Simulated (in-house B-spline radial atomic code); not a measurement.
A fraction x of an electron is removed from 4d in Sb VI (Sb5+), starting from [Kr] 4d10 and keeping the highest spin. Method: non-relativistic r2SCAN, spin-polarised, spherical fractional occupations, point nucleus. Calculated with an all-electron radial atomic-structure program (B-spline basis).

```json
{"x": "0", "E(x) - E(0) (eV)": "0.0000", "4d down level (eV)": "-91.275"}
{"x": "0.1", "E(x) - E(0) (eV)": "9.2250", "4d down level (eV)": "-93.225"}
{"x": "0.13", "E(x) - E(0) (eV)": "12.0305", "4d down level (eV)": "-93.812"}
{"x": "0.28", "E(x) - E(0) (eV)": "26.3231", "4d down level (eV)": "-96.758"}
{"x": "0.47", "E(x) - E(0) (eV)": "45.0637", "4d down level (eV)": "-100.517"}
{"x": "0.5", "E(x) - E(0) (eV)": "48.0882", "4d down level (eV)": "-101.113"}
{"x": "0.6", "E(x) - E(0) (eV)": "58.2991", "4d down level (eV)": "-103.106"}
{"x": "0.66", "E(x) - E(0) (eV)": "64.5214", "4d down level (eV)": "-104.306"}
{"x": "0.87", "E(x) - E(0) (eV)": "86.8683", "4d down level (eV)": "-108.528"}
{"x": "0.88", "E(x) - E(0) (eV)": "87.9546", "4d down level (eV)": "-108.729"}
{"x": "1", "E(x) - E(0) (eV)": "101.1478", "4d down level (eV)": "-111.159"}
```

The exact functional would give a straight line between the two integer points. Deviations E(x) - E(0) - x[E(1) - E(0)], in eV: -0.89 at x = 0.1, -1.119 at x = 0.13, -1.998 at x = 0.28, -2.476 at x = 0.47, -2.486 at x = 0.5, -2.39 at x = 0.6, -2.236 at x = 0.66, -1.13 at x = 0.87, -1.055 at x = 0.88.

The curve lies below the straight line by up to 2.486 eV (at x = 0.5): convex, the delocalisation error that favours fractional charges.

(1) How well does Slater's transition state (minus the level at half occupation) give the ionisation energy?

Answers

(1) It gives 101.113 eV against 101.148 eV from the two total energies; NIST lists 99.51 eV, ground level to ground level.
